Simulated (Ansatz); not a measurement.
A geometry relaxed with PBE-D3(BJ)/def2-TZVP run with Ansatz (an electronic-structure program), charge 0, multiplicity 1:

```xyz
7

Br     0.8478     2.3051    -0.6881
H      1.9245    -1.1270    -0.2089
H     -1.5465    -1.4380    -0.7468
Br    -1.3363     1.0102     1.9235
S     -1.1826    -0.3386    -1.4543
Si    -0.0688     0.4668     0.1739
S      1.3619    -0.8785     1.0008
```

### Question
Write the SMILES of this molecule.

### Answer
`S[Si](S)(Br)Br`
